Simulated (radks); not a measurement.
Ho, configuration [Xe] 4f11 6s2 (the NIST ground configuration). Method: scalar-relativistic Kohn-Sham, LDA (Slater exchange, VWN5 correlation), spin-unpolarised, spherical densities, finite nucleus; Fermi nuclear charge, rms radius 5.2022 fm; computed with a radial shooting solver on a logarithmic mesh with Libxc functionals.

Radial electron density D(r) = 4 pi r^2 rho(r):

```
   r/bohr * D(r) (the largest magnitude, 120, reaches the edge; | marks zero)
 0.001393 |   *
 0.001622 |    *
 0.001888 |     *
 0.002216 |       *
 0.002579 |         *
 0.003027 |           *
 0.003524 |              *
 0.004102 |                 *
 0.004814 |                    *
 0.005604 |                        *
 0.006577 |                            *
 0.007656 |                                *
 0.008913 |                                   *
  0.01046 |                                      *
  0.01218 |                                        *
  0.01429 |                                        *
  0.01664 |                                        *
  0.01937 |                                      *
  0.02273 |                                     *
  0.02646 |                                    *
  0.03105 |                                    *
  0.03614 |                                       *
  0.04208 |                                            *
  0.04938 |                                                 *
  0.05749 |                                                     *
  0.06746 |                                                      *
  0.07853 |                                                   *
  0.09143 |                                              *
   0.1073 |                                         *
   0.1249 |                                         *
   0.1454 |                                             *
   0.1706 |                                                *
   0.1986 |                                               *
   0.2331 |                                       *
   0.2714 |                             *
   0.3159 |                      *
   0.3708 |                      *
   0.4316 |                        *
   0.5065 |                         *
   0.5897 |                      *
   0.6865 |                *
   0.8056 |           *
   0.9378 |        *
    1.101 |      *
    1.281 |    *
    1.492 |   *
     1.75 |  *
    2.038 | *
    2.391 |*
    2.784 |*
    3.241 *
    3.803 *
    4.427 *
    5.195 *
    6.048 *
    7.041 *
    8.263 *
    9.619 *
    11.29 *
    13.14 *
```

D(r) has 4 maxima, at r = 0.0143, 0.0638, 0.178, 0.487 bohr, and minima at 0.0273, 0.116, 0.345 bohr, inside which lie 1.93, 11.09, 29.50 electrons.
